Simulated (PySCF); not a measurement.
C₃H₁₃NSi₂, SMILES CNC(C)([SiH3])[SiH3]. The structure is a stationary point at r2SCAN-D4/def2-SVP. This is a generated structure with no PubChem entry under its InChIKey; it may be hypothetical. Other conformers were not sampled.

Level of theory: r2SCAN-D4/def2-SVP run with PySCF 2.14.0.

Harmonic wavenumbers (cm⁻¹): 102, 151, 166, 180, 200, 218, 231, 249, 258, 351, 381, 528, 561, 613, 649, 680, 711, 818, 894, 901, 927, 935, 938, 945, 950, 1028, 1072, 1095, 1145, 1173, 1197, 1368, 1432, 1448, 1462, 1464, 1470, 1502, 2197, 2205, 2209, 2218, 2232, 2239, 2951, 3003, 3063, 3089, 3110, 3123, 3488. Rotational constants (GHz): 2.350, 1.802, 1.455; symmetry number 1.

Q: Work out the zero-point energy and the ideal-gas rigid-rotor harmonic-oscillator thermochemistry at 298.15 K and 1 atm.

A: ZPE = ½ Σ hcν = ½ × 65525 cm⁻¹ = 93.67 kcal/mol. H − E(el) = 100.65 kcal/mol. Entropy in cal/(mol K): translation 40.24, rotation 28.35, vibration 26.53, total 95.12. G − E(el) = 72.29 kcal/mol. Cp = 39.65 cal/(mol K). Modes under 150 cm⁻¹ make the vibrational entropy uncertain.
